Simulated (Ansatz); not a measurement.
Gas-phase electronic energies from Ansatz, PBE0-D4/def2-TZVP geometries. CCSD(T)/CBS adds triple-zeta CCSD(T) − MP2 to the extrapolated MP2 energy (def2 sets, frozen cores). This one scheme is used for every species. DFT in def2-TZVPP. def2 core potentials past Kr. For Sn outer-core shells are correlated without core-valence functions, which leaves a few kJ/mol of doubt a bond.

Reaction (formal exchange of groups at the Sn–Cl bond): tin tetrachloride + CH₄ → `[CH3][Sn]([Cl])([Cl])[Cl]` + HCl

CCSD(T)/CBS gives +73.8 kJ/mol.

Task: Another level gave +69.6 kJ/mol. Which?
A. LDA (SPW92)/def2-TZVPP
B. BHLYP-D4/def2-TZVPP
C. HF/def2-TZVPP
D. ωB97M-V/def2-TZVPP

Result: A. LDA (SPW92) 69.6, ωB97M-V 77.2, BHLYP-D4 84.2, HF/def2-TZVPP 88.6 kJ/mol.

Largest T1 diagnostic among the species: 0.011.

At CCSD(T), def2-SVP lies +10.2 kJ/mol from the extrapolated value and def2-TZVPP −4.3 kJ/mol. In def2-TZVPP, CCSD(T) changes the Hartree–Fock value by −19.1 kJ/mol (the triples alone add −0.4 kJ/mol) and MP2 by −18.1 kJ/mol.
